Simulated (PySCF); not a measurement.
Method: TPSSh-D3(BJ)/def2-TZVP // BP86-D3(BJ)/def2-SVP (PySCF). Isolated molecules, 0 K electronic values unless said otherwise. One relaxed conformer stands for a flexible species; it need not be the lowest. 

Reference species: [Sc(NH2)3] (neutral, multiplicity 1).

```json
{
  "mean_distance_from_the_central_atom_to_its_bonded_neighbours": "1.992 Å",
  "charge on the central atom (meta-Löwdin)": "1.19 e",
  "coordination_number": "3",
  "HOMO–LUMO gap": "4.51 eV"
}
```

Changed species: [Sc(Br)3] (3 of 3 NH2 replaced by Br; the reference has 0 of 3 NH2 replaced by Br).

### Question
What does the change do to the mean distance from the central atom to its bonded neighbours, charge on the central atom (meta-Löwdin), coordination number and HOMO–LUMO gap?

### Answer
the mean distance from the central atom to its bonded neighbours goes up by 0.432 Å, to 2.424 Å; the charge on the central atom (meta-Löwdin) rises by 0.02 e, to 1.21 e; the coordination number hardly moves; the HOMO–LUMO gap decreases by 0.31 eV, to 4.20 eV.
